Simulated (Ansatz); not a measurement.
Steps of a relaxation of C₈H₁₆ (`C=CCCCCCC`) with RKS PBE0-D4/def2-TZVP.

```sh
$ ansatz run in.yaml --threads 4 --pin off --events-out ev --progress --plain --max-ram 46080MiB --backend cuda --devices 0, --max-vram 37GiB
```

```yaml
crystal:
  periodic: [false, false, false]
  atoms:
    - {symbol: C, position_ang: [-0.174329, -3.040122, 2.391720]}
    - {symbol: C, position_ang: [-0.327213, -2.017289, 1.532416]}
    - {symbol: C, position_ang: [-0.723173, -0.617557, 1.910721]}
    - {symbol: C, position_ang: [0.392224, 0.431190, 1.705680]}
    - {symbol: C, position_ang: [0.950326, 0.542425, 0.279505]}
    - {symbol: C, position_ang: [-0.080878, 0.915376, -0.790380]}
    - {symbol: C, position_ang: [0.522991, 1.102132, -2.186105]}
    - {symbol: C, position_ang: [-0.506341, 1.477653, -3.252840]}
    - {symbol: H, position_ang: [0.128167, -4.042513, 2.050481]}
    - {symbol: H, position_ang: [-0.351671, -2.912471, 3.473806]}
    - {symbol: H, position_ang: [-0.138164, -2.201386, 0.458107]}
    - {symbol: H, position_ang: [-1.615143, -0.318282, 1.315098]}
    - {symbol: H, position_ang: [-1.041894, -0.599143, 2.974443]}
    - {symbol: H, position_ang: [1.227078, 0.196043, 2.400503]}
    - {symbol: H, position_ang: [-0.002413, 1.423291, 2.019313]}
    - {symbol: H, position_ang: [1.760041, 1.305393, 0.278753]}
    - {symbol: H, position_ang: [1.446799, -0.411810, -0.006444]}
    - {symbol: H, position_ang: [-0.604748, 1.851279, -0.487111]}
    - {symbol: H, position_ang: [-0.873583, 0.135449, -0.845004]}
    - {symbol: H, position_ang: [1.315770, 1.882370, -2.138719]}
    - {symbol: H, position_ang: [1.046161, 0.165460, -2.483264]}
    - {symbol: H, position_ang: [-0.039315, 1.602112, -4.250807]}
    - {symbol: H, position_ang: [-1.292871, 0.699305, -3.347276]}
    - {symbol: H, position_ang: [-1.017813, 2.431064, -3.002598]}
basis:
  gaussian: {orbitals: def2-TZVP}
hamiltonian: {xc: pbe0, dispersion: d4}
relax: {f_tol: 0.005, max_steps: 150}
```

Positions (Å) and forces (eV/Å) along the path, 6 of 10 steps:

```xyz
24
step=1 energy=-8549.7267 eV
C    -0.174   -3.040    2.392   -0.081    0.416   -0.290
C    -0.327   -2.017    1.532    0.187   -0.579    0.194
C    -0.723   -0.618    1.911   -0.265    0.074    0.077
C     0.392    0.431    1.706    0.080    0.143    0.201
C     0.950    0.542    0.280    0.293   -0.073   -0.120
C    -0.081    0.915   -0.790   -0.355    0.039    0.056
C     0.523    1.102   -2.186    0.360   -0.048    0.002
C    -0.506    1.478   -3.253   -0.227    0.063   -0.145
H     0.128   -4.043    2.050   -0.166    0.548    0.169
H    -0.352   -2.912    3.474    0.093   -0.054   -0.591
H    -0.138   -2.201    0.458   -0.095    0.088    0.571
H    -1.615   -0.318    1.315    0.434   -0.155    0.273
H    -1.042   -0.599    2.974    0.177   -0.020   -0.496
H     1.227    0.196    2.401   -0.388    0.094   -0.343
H    -0.002    1.423    2.019    0.169   -0.473   -0.162
H     1.760    1.305    0.279   -0.395   -0.341    0.010
H     1.447   -0.412   -0.006   -0.257    0.435    0.143
H    -0.605    1.851   -0.487    0.262   -0.424   -0.144
H    -0.874    0.135   -0.845    0.386    0.353    0.023
H     1.316    1.882   -2.139   -0.400   -0.353   -0.020
H     1.046    0.165   -2.483   -0.272    0.433    0.136
H    -0.039    1.602   -4.251   -0.197   -0.067    0.493
H    -1.293    0.699   -3.347    0.394    0.358    0.062
H    -1.018    2.431   -3.003    0.263   -0.455   -0.099
24
step=3 energy=-8549.8291 eV
C    -0.181   -3.003    2.365    0.045   -0.004    0.008
C    -0.320   -1.997    1.513    0.063    0.030    0.000
C    -0.719   -0.609    1.890   -0.040   -0.003   -0.014
C     0.391    0.428    1.692   -0.011   -0.016   -0.019
C     0.943    0.530    0.276    0.015   -0.005   -0.017
C    -0.084    0.904   -0.781   -0.031    0.005    0.003
C     0.519    1.091   -2.164    0.028   -0.004    0.011
C    -0.506    1.464   -3.220   -0.008   -0.003    0.022
H     0.142   -3.985    2.038   -0.039   -0.013   -0.003
H    -0.373   -2.876    3.426   -0.011   -0.002    0.011
H    -0.109   -2.175    0.461   -0.008    0.000   -0.011
H    -1.594   -0.315    1.299   -0.016    0.012   -0.006
H    -1.033   -0.597    2.937   -0.003    0.001    0.012
H     1.211    0.190    2.377    0.014    0.001   -0.001
H     0.005    1.407    1.996   -0.009    0.005    0.008
H     1.743    1.278    0.270    0.012    0.008    0.003
H     1.421   -0.416   -0.004    0.012   -0.014   -0.005
H    -0.594    1.828   -0.480   -0.012    0.014    0.005
H    -0.863    0.136   -0.838   -0.017   -0.012    0.003
H     1.295    1.863   -2.114    0.014    0.011   -0.004
H     1.032    0.168   -2.458    0.010   -0.012   -0.006
H    -0.046    1.590   -4.203    0.010   -0.001    0.000
H    -1.276    0.693   -3.311   -0.011   -0.009   -0.002
H    -1.008    2.401   -2.966   -0.008    0.011    0.002
24
step=7 energy=-8549.8299 eV
C    -0.180   -3.003    2.365   -0.001   -0.001   -0.001
C    -0.312   -1.995    1.513    0.001    0.001    0.002
C    -0.717   -0.609    1.887    0.000   -0.001    0.000
C     0.392    0.429    1.690   -0.001   -0.001    0.001
C     0.945    0.531    0.275    0.001    0.000   -0.002
C    -0.084    0.904   -0.780    0.001    0.000    0.001
C     0.521    1.091   -2.162    0.001    0.000    0.000
C    -0.507    1.462   -3.217   -0.001    0.000    0.000
H     0.126   -3.990    2.037   -0.001    0.000    0.001
H    -0.377   -2.875    3.425   -0.001    0.000    0.000
H    -0.105   -2.175    0.459    0.001    0.001    0.000
H    -1.592   -0.317    1.295    0.000    0.000    0.000
H    -1.033   -0.596    2.934    0.000    0.000    0.000
H     1.212    0.194    2.376    0.000    0.000   -0.001
H     0.005    1.409    1.994    0.000    0.000    0.000
H     1.744    1.281    0.269    0.000    0.000    0.000
H     1.425   -0.414   -0.005    0.000    0.000    0.000
H    -0.595    1.827   -0.479   -0.001    0.000    0.000
H    -0.863    0.134   -0.836   -0.001    0.000    0.000
H     1.295    1.866   -2.114    0.000    0.000    0.000
H     1.035    0.169   -2.457    0.000    0.000    0.000
H    -0.048    1.590   -4.200    0.000    0.000    0.000
H    -1.275    0.689   -3.307    0.000    0.000    0.000
H    -1.013    2.398   -2.962   -0.001    0.000    0.000
24
step=8 energy=-8549.8300 eV
C    -0.184   -3.003    2.364   -0.005    0.003    0.001
C    -0.310   -1.995    1.512    0.001    0.005    0.005
C    -0.715   -0.608    1.886   -0.003   -0.005   -0.002
C     0.394    0.430    1.690    0.000    0.001    0.004
C     0.947    0.532    0.275    0.001    0.000   -0.006
C    -0.083    0.903   -0.780    0.002   -0.001    0.003
C     0.521    1.092   -2.162    0.001    0.001   -0.002
C    -0.509    1.461   -3.216    0.001    0.000    0.001
H     0.121   -3.991    2.038    0.001   -0.005   -0.003
H    -0.386   -2.875    3.423    0.001   -0.001    0.001
H    -0.099   -2.174    0.459    0.002   -0.001    0.000
H    -1.590   -0.316    1.294    0.001    0.001    0.000
H    -1.031   -0.596    2.934    0.000    0.001    0.000
H     1.214    0.194    2.376    0.001   -0.001   -0.002
H     0.006    1.409    1.994    0.000    0.000    0.000
H     1.745    1.283    0.269    0.000    0.001    0.000
H     1.428   -0.412   -0.005    0.000   -0.001    0.000
H    -0.596    1.826   -0.479   -0.001    0.001    0.000
H    -0.860    0.132   -0.836   -0.002    0.000   -0.001
H     1.293    1.868   -2.114    0.000    0.001    0.000
H     1.037    0.172   -2.457    0.001    0.000    0.000
H    -0.051    1.590   -4.199    0.001    0.000    0.000
H    -1.275    0.685   -3.306   -0.001    0.000    0.000
H    -1.017    2.395   -2.960   -0.001    0.000    0.000
24
step=9 energy=-8549.8300 eV
C    -0.190   -3.004    2.364   -0.006    0.006    0.003
C    -0.308   -1.995    1.512    0.001    0.005    0.005
C    -0.712   -0.608    1.886   -0.004   -0.005   -0.002
C     0.396    0.430    1.690    0.000    0.003    0.003
C     0.949    0.533    0.274    0.002    0.000   -0.006
C    -0.081    0.902   -0.780   -0.001   -0.001    0.004
C     0.521    1.094   -2.162    0.002    0.000   -0.003
C    -0.511    1.459   -3.215    0.001   -0.001    0.002
H     0.115   -3.992    2.039    0.002   -0.005   -0.004
H    -0.399   -2.877    3.422    0.002   -0.001    0.000
H    -0.091   -2.172    0.461    0.002   -0.002    0.001
H    -1.587   -0.316    1.293    0.001    0.000    0.000
H    -1.030   -0.596    2.933    0.000    0.001    0.000
H     1.216    0.194    2.376    0.001   -0.001   -0.002
H     0.008    1.409    1.994    0.000    0.000    0.000
H     1.746    1.285    0.268    0.000    0.001    0.000
H     1.432   -0.411   -0.006   -0.001   -0.001    0.000
H    -0.597    1.823   -0.478   -0.001    0.000    0.000
H    -0.857    0.129   -0.836   -0.001    0.000   -0.001
H     1.290    1.873   -2.114    0.000    0.000    0.000
H     1.040    0.176   -2.458    0.000    0.000    0.000
H    -0.055    1.591   -4.199    0.001    0.000    0.001
H    -1.274    0.680   -3.305    0.000    0.000   -0.001
H    -1.023    2.391   -2.959   -0.001    0.000    0.000
24
step=10 energy=-8549.8300 eV
C    -0.196   -3.006    2.365   -0.004    0.005    0.003
C    -0.306   -1.995    1.514    0.002    0.003    0.002
C    -0.710   -0.607    1.886   -0.002   -0.002   -0.002
C     0.400    0.430    1.690    0.001    0.002    0.001
C     0.951    0.534    0.273    0.000    0.000   -0.002
C    -0.081    0.902   -0.780    0.000    0.000    0.002
C     0.520    1.097   -2.162    0.000    0.001   -0.003
C    -0.513    1.457   -3.215    0.000    0.000    0.001
H     0.108   -3.994    2.040    0.001   -0.003   -0.003
H    -0.412   -2.879    3.422    0.002   -0.001   -0.001
H    -0.082   -2.172    0.463    0.000   -0.002    0.002
H    -1.584   -0.315    1.291    0.000    0.000    0.000
H    -1.029   -0.594    2.932    0.000    0.001    0.000
H     1.220    0.194    2.375    0.001   -0.001   -0.001
H     0.012    1.409    1.994    0.000    0.000    0.000
H     1.747    1.287    0.267    0.000    0.000    0.000
H     1.435   -0.409   -0.007    0.000   -0.001    0.000
H    -0.599    1.821   -0.476    0.000    0.000    0.000
H    -0.854    0.127   -0.837   -0.001    0.000    0.000
H     1.286    1.880   -2.114   -0.001    0.000    0.000
H     1.045    0.181   -2.458    0.000    0.000    0.000
H    -0.057    1.593   -4.198    0.000    0.000    0.000
H    -1.272    0.674   -3.306    0.000    0.001    0.000
H    -1.030    2.386   -2.957    0.000   -0.001    0.000
```

Run time 18 s (4 threads of an AMD EPYC 7R13 on a shared host and a share of an NVIDIA H100 80 GB); peak host memory 1.1 GiB.
